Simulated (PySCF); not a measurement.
C₂H₃ClF₂Si, SMILES F[SiH](F)/C=C\Cl. Atoms are numbered in the order given.

```xyz
9

F      2.0586    -1.5975    -0.3622
Si     1.0660    -0.3184    -0.1629
F      1.1541     0.5588    -1.5337
C     -0.6435    -1.0092     0.0795
C     -1.7048    -0.2976     0.5024
Cl    -1.6353     1.4077     0.8431
H      1.5796     0.5167     0.9583
H     -0.8170    -2.0837    -0.1076
H     -2.7105    -0.7166     0.6699
```

The structure is a stationary point at PBE-D3(BJ)/def2-SVP. The structure was generated by enumeration; whether it is a known compound was not checked. One conformer was computed; it need not be the lowest.

Method: PBE/pcSseg-1 run with PySCF.

GIAO shieldings, no solvent; atoms listed in one row are averaged. δ = σ(ref) − σ: ¹⁹F against CFCl3 (σ = 133.6 ppm); ²⁹Si against TMS (σ = 335.4 ppm); ¹³C against TMS (σ = 182.0 ppm); ³⁵Cl against HCl (σ = 936.5 ppm); ¹H against TMS (σ = 31.49 ppm), references at their B3LYP-D3(BJ)/def2-TZVP geometries, non-relativistic (without spin–orbit terms, shifts of atoms bonded to Cl or Br come out too high).

Computed chemical shifts:
```tsv
nucleus	atoms	count	δ (ppm)
¹⁹F	F3	1	-166.5
¹⁹F	F1	1	-177.5
²⁹Si	Si2	1	-17.5
¹³C	C5	1	160.1
¹³C	C4	1	132.2
³⁵Cl	Cl6	1	314.8
¹H	H9	1	7.43
¹H	H8	1	6.32
¹H	H7	1	6.00
```
